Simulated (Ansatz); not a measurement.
Mulliken charges of C₂H₃BBr₂ (`BrB1CC1Br`) from B3LYP/def2-TZVPP in Ansatz (PBE0-D4/def2-TZVP geometry).

```csv
atom,x (Å),y (Å),z (Å),charge (e)
Br1,-2.597,-0.247,0.997,0.005
B2,-0.839,-0.216,0.382,0.031
C3,0.644,-0.043,0.648,-0.225
C4,0.108,-0.119,-0.799,-0.069
Br5,0.060,1.491,-1.843,-0.098
H6,1.281,-0.876,0.935,0.112
H7,1.005,0.913,1.021,0.118
H8,0.431,-0.960,-1.398,0.126
```

Question: By hand: the dipole of these point charges (1 e Å = 4.8032 D).

Answer: Σ q r = (0.119, -0.248, 0.156) e Å, of length 0.316 e Å = 1.52 D.

Question: How does the dipole of the full density compare? (Estimate.)

Answer: The calculation gave: (0.134, -0.277, 0.199) e Å, 1.76 D; the point charges give 0.86 times that, at 3° from its direction.

Point charges leave out the atoms' own dipoles, such as those of lone pairs, and Mulliken's split depends on the basis, so the close match here is no proof of good charges.

B3LYP here is the variant with VWN-RPA as its local correlation; programs differ in this.
